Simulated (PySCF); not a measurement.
## [GaF4]-, singlet: data card

All numbers come from PBE0 in PySCF with Ga def2-SVPD, F def2-SVPD; no relativity; density-fitted integrals.

The structure is a saddle point with 1 imaginary mode.

- Point group: D4h
- Bond lengths: Ga–F 1.820 Å (×4)
- Bond angles: F–Ga–F 90.0° (×4), F–Ga–F 180.0° (×2)
- Dipole moment about the centre of mass: 0.00 D
- Lowest empty level: 3.11 eV
- Rotational constants: 0.1339, 0.1339, 0.06695 cm⁻¹
- Principal quadrupole moments (Buckingham, traceless) about the centre of mass: -9.65, -9.65, 19.30 D Å
- Principal polarisabilities: 28.1, 35.8, 35.8 bohr³
- Highest occupied level: -4.69 eV
- Zero-point energy (real modes): 19.9 kJ/mol

Harmonic modes (masses in u: Ga 68.926, F 18.998):
| symmetry | ω (cm⁻¹) | IR (km/mol, summed over degenerate members) | μ (u) | type |
| --- | --- | --- | --- | --- |
| b2u | 149i | – | 19.00 | bend |
| a2u | 240 | 75.4 | 30.63 | bend |
| eu | 267 | 83.8 | 22.02 | bend |
| b2g | 296 | 0.0 | 19.00 | bend |
| b1g | 456 | 0.0 | 19.00 | stretch |
| a1g | 571 | 0.0 | 19.00 | stretch |
| eu | 619 | 360 | 25.08 | stretch |

In D4h the vibrations span b2u + a2u + 2eu + b2g + b1g + a1g. The a1g, b1g, b2g, b2u modes carry no infrared intensity, as symmetry demands. With a centre of inversion only u modes can be infrared active and only g modes Raman active.

Charges (e); Mulliken and Löwdin values are unreliable with diffuse functions:
| atom | Mulliken | Löwdin | polar tensor | Mayer order to Ga1 |
| --- | --- | --- | --- | --- |
| Ga1 | 1.53 | 1.01 | 1.96 | – |
| F2,3,4,5 | -0.63 | -0.50 | -0.74 | 0.57 |

Mulliken populations on Ga1: s 6.69, p 12.64, d 10.14.

This need not be the most stable arrangement of these atoms. The lowest empty level of this anion is unbound, so it and the gap depend on the basis. At this level a singlet minimum of Td symmetry lies 141 kJ/mol below this structure.

The final relaxation and frequency run took of the order of 70 core-seconds on a shared host.
